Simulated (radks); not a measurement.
Excited configurations of Br2+: one electron is placed in a higher orbital outside [Ar] 3d10 4s2 4p2. The ground configuration is [Ar] 3d10 4s2 4p3. Method: scalar-relativistic Kohn-Sham, r2SCAN, spin-polarised, spherical densities, finite nucleus; open shells are filled with parallel spins first; meta-GGA in the generalised Kohn-Sham scheme; Fermi nuclear charge, rms radius 4.1629 fm; computed with a radial shooting solver on a logarithmic mesh with Libxc functionals. Excitation = E - E(ground); binding = E(ion) - E, where the ion is the core of charge +3; n* = 3/sqrt(2 binding) in atomic units, and the quantum defect is n - n*.

outer orbital  excitation (eV)  binding (eV)     n*  quantum defect  <r> (bohr)
4d                      18.573        17.105  2.676           1.324       2.703
4f                      27.810         7.868  3.945           0.055       5.563
5s                      18.926        16.752  2.704           2.296       3.777
5d                      26.826         8.852  3.719           1.281       6.128
5f                      30.471         5.207  4.849           0.151       9.715
6s                      26.726         8.952  3.698           2.302       6.977
6p                      28.157         7.522  4.035           1.965       8.019
6f                      32.021         3.657  5.787           0.213       14.89
7d                      31.904         3.774  5.696           1.304       15.59
7f                      32.980         2.698  6.737           0.263       21.10

The Delta-SCF ionisation energy is 35.678 eV (NIST Atomic Spectra Database: 34.87 eV, measured). Self-interaction in the functional shifts the binding energies and quantum defects, so they are the method's values and not measured ones. Open shells are spherical and high-spin; term and fine-structure splittings are not resolved.
